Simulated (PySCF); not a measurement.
C₆H₁₄B (SMILES [CH2]CB(CC)CC), doublet, at a GFN2-xTB geometry, with bond 20-7 at 2.0 times its length; M062X/STO-3G run with PySCF.

The PySCF input:
```python
from pyscf import gto, scf, dft

mol = gto.Mole()
mol.atom = '''
    C    -0.81571304    1.49644311    0.49606975
    C    -1.12370946    1.19925143   -0.87889224
    B     0.01647518    0.17386727   -0.17679816
    C    -0.40761165   -1.29009994    0.31421437
    C    -1.89625439   -1.64115957    0.27361715
    C     1.53991635    0.43359044   -0.60280714
    C     2.57255751   -0.06594262    0.41533499
    H    -0.18869520    2.34297524    0.72671335
    H    -1.52628180    1.23578382    1.26398046
    H    -0.72690411    1.83987995   -1.65112825
    H    -2.07066148    0.74139282   -1.11428056
    H     0.13287451   -2.04684031   -0.26230496
    H    -0.06467319   -1.42339307    1.34681979
    H    -2.26508282   -1.63211672   -0.75005955
    H    -2.06893838   -2.63598655    0.68182680
    H    -2.48365403   -0.93469187    0.85640922
    H     1.74918646   -0.07210133   -1.55179763
    H     1.72785621    1.49541898   -0.78299625
    H     3.58630885    0.14011116    0.07582495
    H     2.28127313    0.91727790    2.33412939
    H     2.47426198   -1.13793348    0.56502969
'''
mol.basis = 'sto-3g'
mol.spin = 1
mol.verbose = 4
mol.build()

mf = dft.UKS(mol)
mf.xc = 'm062x'
mf.level_shift = 0.1
mf.max_cycle = 100
mf.kernel()
mf.analyze()
```

Q: Predict the main parts of the log of this PySCF run.

A: 
```
PySCF version 2.14.0

[INPUT] verbose = 4
[INPUT] num. atoms = 21
[INPUT] num. electrons = 55
[INPUT] charge = 0
[INPUT] spin (= nelec alpha-beta = 2S) = 1
[INPUT] symmetry False subgroup None
[INPUT] Mole.unit = angstrom
[INPUT] Symbol           X                Y                Z      unit          X                Y                Z       unit  Magmom
[...]
nuclear repulsion = 294.497121844112
number of shells = 35
number of NR pGTOs = 147
number of NR cGTOs = 49
basis = sto-3g
ecp = {}

******** <class 'pyscf.dft.uks.UKS'> ********
method = UKS
initial guess = minao
damping factor = 0
level_shift factor = 0.1
DIIS = <class 'pyscf.scf.diis.CDIIS'>
diis_start_cycle = 1
diis_space = 8
diis_damp = 0
SCF conv_tol = 1e-09
SCF conv_tol_grad = None
SCF max_cycles = 100
direct_scf = True
direct_scf_tol = 1e-13
number electrons alpha = 28  beta = 27
XC library pyscf.dft.libxc version 7.1.2
    S. Lehtola, C. Steigemann, M. J. T. Oliveira, and M. A. L. Marques,  SoftwareX 7, 1–5 (2018)
XC functionals = m062x
    Y. Zhao and D. G. Truhlar,  Theor. Chem. Acc. 120, 215 (2008)
    Y. Zhao and D. G. Truhlar,  Theor. Chem. Acc. 120, 215 (2008)
radial grids:
    Treutler-Ahlrichs [JCP 102, 346 (1995); DOI:10.1063/1.469408] (M4) radial grids

becke partition: Becke, JCP 88, 2547 (1988); DOI:10.1063/1.454033
pruning grids: <function nwchem_prune>
grids dens level: 3
symmetrized grids: False
atomic radii adjust function: <function treutler_atomic_radii_adjust>
small_rho_cutoff = 0
Set gradient conv threshold to 3.16228e-05
tot grids = 236072
init E= -259.302073491301

cycle= 1 E= -258.456347608856  delta_E= 0.846  |g|= 0.175  |ddm|= 3.76
cycle= 2 E= -258.480166919954  delta_E= -0.0238  |g|= 0.0971  |ddm|= 0.411
cycle= 3 E= -258.48672429273  delta_E= -0.00656  |g|= 0.0439  |ddm|= 0.188
cycle= 4 E= -258.488241191606  delta_E= -0.00152  |g|= 0.0095  |ddm|= 0.0611
cycle= 5 E= -258.488326658204  delta_E= -8.55e-05  |g|= 0.0023  |ddm|= 0.0168
cycle= 6 E= -258.488337143083  delta_E= -1.05e-05  |g|= 0.000866  |ddm|= 0.00598
cycle= 7 E= -258.488339757461  delta_E= -2.61e-06  |g|= 0.000466  |ddm|= 0.00337
cycle= 8 E= -258.488340864899  delta_E= -1.11e-06  |g|= 0.00047  |ddm|= 0.00186
cycle= 9 E= -258.488340972505  delta_E= -1.08e-07  |g|= 0.000473  |ddm|= 0.000336
cycle= 10 E= -258.488340523482  delta_E= 4.49e-07  |g|= 0.000428  |ddm|= 0.00104
cycle= 11 E= -258.488339480949  delta_E= 1.04e-06  |g|= 0.000314  |ddm|= 0.00238
cycle= 12 E= -258.488338802068  delta_E= 6.79e-07  |g|= 0.000173  |ddm|= 0.00261
cycle= 13 E= -258.488338635915  delta_E= 1.66e-07  |g|= 7.09e-05  |ddm|= 0.00156
cycle= 14 E= -258.48833861765  delta_E= 1.83e-08  |g|= 2.38e-05  |ddm|= 0.000663
cycle= 15 E= -258.488338617425  delta_E= 2.25e-10  |g|= 1.08e-05  |ddm|= 0.000152
Extra cycle  E= -258.488338617668  delta_E= -2.43e-10  |g|= 1.07e-05  |ddm|= 3.81e-05
converged SCF energy = -258.488338617668  <S^2> = 0.75149442  2S+1 = 2.0014939
**** SCF Summaries ****
Total Energy =                        -258.488338617667921
Nuclear Repulsion Energy =             294.497121844112087
One-electron Energy =                 -931.333461268090673
Two-electron Energy =                  378.348000806310665
Two-electron Coulomb Energy =          420.173886150349119
DFT Exchange-Correlation Energy =      -41.825885344038483
**** MO energy ****
                             alpha | beta                alpha | beta
[...]
To work with the spin densities directly, `use mulliken_meta_spin()` only printing them here.

 ** Mulliken spin pop alpha/beta on meta-lowdin orthogonal AOs **
 ** Mulliken Spin Density (per AO)  **
spin_pop of  0 C 1s        0.00000
spin_pop of  0 C 2s        0.01747
spin_pop of  0 C 2px       0.12704
spin_pop of  0 C 2py       0.18121
spin_pop of  0 C 2pz       0.00470
spin_pop of  1 C 1s        0.00000
spin_pop of  1 C 2s        0.01583
spin_pop of  1 C 2px       0.11165
spin_pop of  1 C 2py       0.15162
spin_pop of  1 C 2pz       0.00183
spin_pop of  2 B 1s        0.00001
spin_pop of  2 B 2s        0.01128
spin_pop of  2 B 2px       0.02456
spin_pop of  2 B 2py       0.02068
spin_pop of  2 B 2pz       0.31602
spin_pop of  3 C 1s       -0.00000
spin_pop of  3 C 2s       -0.00401
spin_pop of  3 C 2px      -0.00137
spin_pop of  3 C 2py      -0.01075
spin_pop of  3 C 2pz      -0.00197
spin_pop of  4 C 1s        0.00000
spin_pop of  4 C 2s        0.00043
spin_pop of  4 C 2px       0.00168
spin_pop of  4 C 2py       0.00027
spin_pop of  4 C 2pz       0.00012
spin_pop of  5 C 1s       -0.00000
spin_pop of  5 C 2s       -0.00392
spin_pop of  5 C 2px      -0.01154
spin_pop of  5 C 2py      -0.00109
spin_pop of  5 C 2pz      -0.00261
spin_pop of  6 C 1s        0.00000
spin_pop of  6 C 2s        0.00222
spin_pop of  6 C 2px       0.00515
spin_pop of  6 C 2py       0.00136
spin_pop of  6 C 2pz      -0.00153
spin_pop of  7 H 1s        0.00008
spin_pop of  8 H 1s       -0.00152
spin_pop of  9 H 1s        0.00201
spin_pop of  10 H 1s        0.00271
spin_pop of  11 H 1s        0.00727
spin_pop of  12 H 1s        0.01634
spin_pop of  13 H 1s       -0.00002
spin_pop of  14 H 1s       -0.00032
spin_pop of  15 H 1s       -0.00003
spin_pop of  16 H 1s        0.01231
spin_pop of  17 H 1s        0.00042
spin_pop of  18 H 1s        0.00052
spin_pop of  19 H 1s        0.00421
spin_pop of  20 H 1s       -0.00030
 ** Mulliken Spin Density (per atom)  **
spin density of  0 C =      0.33041
spin density of  1 C =      0.28092
spin density of  2 B =      0.37255
spin density of  3 C =     -0.01810
spin density of  4 C =      0.00250
spin density of  5 C =     -0.01916
spin density of  6 C =      0.00721
spin density of  7 H =      0.00008
spin density of  8 H =     -0.00152
spin density of  9 H =      0.00201
spin density of  10 H =      0.00271
spin density of  11 H =      0.00727
spin density of  12 H =      0.01634
spin density of  13 H =     -0.00002
spin density of  14 H =     -0.00032
spin density of  15 H =     -0.00003
spin density of  16 H =      0.01231
spin density of  17 H =      0.00042
spin density of  18 H =      0.00052
spin density of  19 H =      0.00421
spin density of  20 H =     -0.00030
 ** Mulliken pop alpha/beta on meta-lowdin orthogonal AOs **
 ** Mulliken pop       alpha | beta **
In total            28.00000 | 27.00000
 ** Mulliken atomic charges   ( Nelec_alpha | Nelec_beta ) **
charge of  0C =     -0.07664  (     3.20353      2.87311 )
charge of  1C =     -0.08715  (     3.18404      2.90311 )
charge of  2B =      0.09514  (     2.63871      2.26615 )
charge of  3C =     -0.13775  (     3.05983      3.07793 )
charge of  4C =     -0.13020  (     3.06635      3.06385 )
charge of  5C =     -0.14332  (     3.06208      3.08124 )
charge of  6C =     -0.04623  (     3.02672      3.01951 )
charge of  7H =      0.06577  (     0.46715      0.46708 )
charge of  8H =      0.06406  (     0.46721      0.46873 )
charge of  9H =      0.06305  (     0.46948      0.46747 )
charge of  10H =      0.06498  (     0.46886      0.46616 )
charge of  11H =      0.03475  (     0.48626      0.47899 )
charge of  12H =      0.04138  (     0.48748      0.47114 )
charge of  13H =      0.03567  (     0.48216      0.48218 )
charge of  14H =      0.03839  (     0.48064      0.48096 )
charge of  15H =      0.03380  (     0.48308      0.48311 )
charge of  16H =      0.04656  (     0.48287      0.47057 )
charge of  17H =      0.03070  (     0.48486      0.48444 )
charge of  18H =      0.03607  (     0.48223      0.48171 )
charge of  19H =     -0.06708  (     0.53565      0.53144 )
charge of  20H =      0.03804  (     0.48083      0.48113 )
Dipole moment(X, Y, Z, Debye): -0.93087,  0.68668, -0.88938
```
